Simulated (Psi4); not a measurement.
C$_{2}$H$_{5}$O (SMILES CC[O]), doublet, at a GFN2-xTB geometry; CCSD(T)/6-31G* in Psi4 1.11.

Psi4 was given this input:
```
memory 2 GB

molecule mol {
0 2
  C     1.047024   -0.592239   -0.007778
  C    -0.033474    0.487246   -0.001258
  O    -1.283881    0.104237    0.011538
  H     0.146305    1.197116    0.849888
  H     0.130490    1.191616   -0.860131
  H     2.036772   -0.143996   -0.018373
  H     0.946215   -1.221511    0.873826
  H     0.929965   -1.227162   -0.883301
}

set basis 6-31g*
set reference uhf
set cc_type df
set mp2_type df
set scf_type df

energy('ccsd(t)')
print_variables()
```

The log (banner, timings and long lists left out):

```
Traceback (most recent call last):
  File "psi4", line 375, in <module>
  File "<string>", line 32, in <module>
  File "site-packages/psi4/driver/driver.py", line 461, in energy
  File "site-packages/psi4/driver/task_planner.py", line 255, in task_planner
  File "site-packages/psi4/driver/driver_util.py", line 222, in negotiate_derivative_type
  File "site-packages/psi4/driver/driver_util.py", line 344, in highest_analytic_derivative_available

psi4.driver.p4util.exceptions.MissingMethodError: Method=ccsd(t) is not available for any derivative level under conditions CC_TYPE=DF, REFERENCE=UHF, FREEZE_CORE=FALSE, QC_MODULE=(auto). See https://psicode.org/psi4manual/master/introduction.html#ss-ccsd-prt-pr. Or did you mean? ccsd(at) a-ccsd(t) ccsd(t)_l bccd(t) qcisd(t)

Printing out the relevant lines from the Psithon --> Python processed input file:
    core.set_global_option("BASIS", "6-31g*")
    core.set_global_option("REFERENCE", "uhf")
    core.set_global_option("CC_TYPE", "df")
    core.set_global_option("MP2_TYPE", "df")
    core.set_global_option("SCF_TYPE", "df")
--> energy('ccsd(t)')
    print_variables()

!----------------------------------------------------------------------------------!
!                                                                                  !
!  Method=ccsd(t) is not available for any derivative level under conditions       !
!     CC_TYPE=DF, REFERENCE=UHF, FREEZE_CORE=FALSE, QC_MODULE=(auto). See          !
!     https://psicode.org/psi4manual/master/introduction.html#ss-ccsd-prt-pr. Or   !
!     did you mean? ccsd(at) a-ccsd(t) ccsd(t)_l bccd(t) qcisd(t)                  !
!                                                                                  !
!----------------------------------------------------------------------------------!
```

The input was rejected before any calculation.
